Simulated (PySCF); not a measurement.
## [Eu(H2O)]3+: one run

[Eu(H2O)]3+ (singlet in the valence; each metal's 4f electrons, 6 of them, lie in its core potential, out of spins and levels). PySCF 2.14.0, RKS PBE, Eu lcecp-1-SVP with ECP52, O def2-SVP, H def2-SVP; non-relativistic Hamiltonian with scalar-relativistic core potentials where named; density fitting; no spin-orbit coupling. Purpose: level PBE.

```python
mol = gto.M(atom='''
Eu     0.00000     0.00000    -0.09471
O     -0.00000     0.00000     2.13072
H      0.78236    -0.00000     2.76191
H     -0.78236     0.00000     2.76191''',
    basis={'Eu': 'lcecp-1-SVP', 'O': 'def2-SVP', 'H': 'def2-SVP'},
    ecp={'Eu': 'lcecp-1-SVP'},
    charge=3, spin=0)
mf = dft.RKS(mol, xc='PBE')
mf.grids.atom_grid = (75, 302)  # f atoms: unpruned, at least (60, 302)
mf = mf.density_fit()  # fitting sets: Eu AutoAux, O def2-universal-JKFIT, H def2-universal-JKFIT
mf.conv_tol = 1e-08; mf.max_cycle = 55
mf.kernel(dm0)  # dm0: converged density of the relaxed state
mf.nuc_grad_method().kernel()
```

Run from Python with OMP_NUM_THREADS=2; the lines above give its settings. Where DIIS fails, smearing, a level shift and second-order steps follow.
It took 1.5 s on 2 threads of Arm Neoverse V1, with other jobs on the host, from an already converged density.

(1) Where do the frontier levels lie, over both spins?

(2) What are the Mulliken charges and spins?

(3) What forces act on the atoms (eV/Å)?

The geometry was relaxed with B3LYP (Eu lcecp-1-SVP with ECP52, O def2-SVP, H def2-SVP).

An lcecp potential fixes the number of 4f electrons, so in runs with it no electron can move into or out of that shell.

## Answers

(1) HOMO -26.26 eV, LUMO -21.59 eV. The 4f levels lie in the core potential and are missing.

(2) 
```csv
atom,charge (e),spin (e)
Eu1,2.506,0.000
O2,-0.234,0.000
H3,0.364,0.000
H4,0.364,0.000
```
The spin of the 4f electrons in the core isn't counted.

(3) 
```
Eu   0.00  0.00  0.04
O    0.00  0.00 -0.44
H    0.28  0.00  0.20
H   -0.28  0.00  0.20
```
Forces carry noise of the integration grid, about 0.01 to 0.03 eV/Å.
